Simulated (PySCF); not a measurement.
## Circular dichroism: `F[C@@H](C)O[C@@H]1CO1`, C₄H₇FO₂

Geometry:
```json
{"atom": "C1", "x (Å)": "-2.286", "y (Å)": "0.235", "z (Å)": "0.431"}
{"atom": "C2", "x (Å)": "-0.925", "y (Å)": "-0.418", "z (Å)": "0.298"}
{"atom": "F3", "x (Å)": "-0.556", "y (Å)": "-0.966", "z (Å)": "1.520"}
{"atom": "O4", "x (Å)": "0.008", "y (Å)": "0.523", "z (Å)": "-0.076"}
{"atom": "C5", "x (Å)": "1.284", "y (Å)": "0.015", "z (Å)": "-0.312"}
{"atom": "C6", "x (Å)": "2.363", "y (Å)": "0.259", "z (Å)": "0.649"}
{"atom": "O7", "x (Å)": "2.254", "y (Å)": "0.939", "z (Å)": "-0.581"}
{"atom": "H8", "x (Å)": "-2.608", "y (Å)": "0.591", "z (Å)": "-0.542"}
{"atom": "H9", "x (Å)": "-2.212", "y (Å)": "1.075", "z (Å)": "1.115"}
{"atom": "H10", "x (Å)": "-2.998", "y (Å)": "-0.488", "z (Å)": "0.816"}
{"atom": "H11", "x (Å)": "-0.937", "y (Å)": "-1.279", "z (Å)": "-0.397"}
{"atom": "H12", "x (Å)": "1.282", "y (Å)": "-0.897", "z (Å)": "-0.915"}
{"atom": "H13", "x (Å)": "3.186", "y (Å)": "-0.441", "z (Å)": "0.726"}
{"atom": "H14", "x (Å)": "2.146", "y (Å)": "0.853", "z (Å)": "1.526"}
```

Method: TDDFT CAM-B3LYP/def2-SVPD circular dichroism and optical rotation, one conformer, gas phase (PySCF). Geometry: GFN2-xTB.

The molecule is flexible and this is one conformer; a measurement averages over conformers. States above about 9.6 eV (minus the energy of the highest occupied orbital) lie near or above the ionisation threshold and depend on the basis.

Problem. What are the CIP labels of the stereocentres?

Solution. C2 S, C5 R.

Problem. List the lowest 12 singlet excitations with oscillator and rotatory strengths.

Solution. Rotatory strengths R in 10⁻⁴⁰ esu² cm², velocity form and length form (origin at the centre of mass); f in length form.
```csv
state,E (eV),λ (nm),f,R (velocity),R (length),main
1,8.01,155,0.033,-29.2,-30.7,"HOMO→LUMO 0.72, HOMO→LUMO+1 0.17"
2,8.39,148,0.028,+38.1,+37.2,"HOMO→LUMO+3 0.42, HOMO→LUMO+2 0.15"
3,8.54,145,0.012,-18.0,-16.1,"HOMO→LUMO+2 0.52, HOMO→LUMO+3 0.27"
4,8.66,143,0.024,-12.9,-13.0,"HOMO−1→LUMO 0.43, HOMO−1→LUMO+1 0.25"
5,8.76,142,0.014,-19.2,-19.2,"HOMO−1→LUMO+3 0.29, HOMO→LUMO+1 0.13"
6,8.84,140,0.009,-13.7,-13.3,"HOMO→LUMO+1 0.31, HOMO→LUMO 0.09"
7,9.06,137,0.024,+15.3,+15.4,"HOMO−1→LUMO+2 0.65, HOMO−1→LUMO+3 0.23"
8,9.31,133,0.029,+21.5,+21.8,HOMO−2→LUMO 0.61
9,9.40,132,0.082,-24.6,-22.9,"HOMO→LUMO+5 0.22, HOMO→LUMO+8 0.18"
10,9.63,129,0.014,+15.8,+15.3,"HOMO−1→LUMO+1 0.29, HOMO−1→LUMO 0.23"
11,9.72,128,0.013,+8.9,+8.5,"HOMO→LUMO+5 0.33, HOMO−1→LUMO+8 0.14"
12,9.74,127,0.020,+8.8,+8.6,"HOMO→LUMO+4 0.39, HOMO−2→LUMO+1 0.09"
```

Among the states computed, the strongest CD band (largest |R|) is state 2. The largest dissymmetry factor in size, g = 4R/(D+G), with D and G the electric and magnetic dipole strengths, is -0.02 for state 6 (velocity form, f = 0.009), among bands with |R| over 0.5. The mirror image has the same energies and oscillator strengths and all R with the opposite sign.
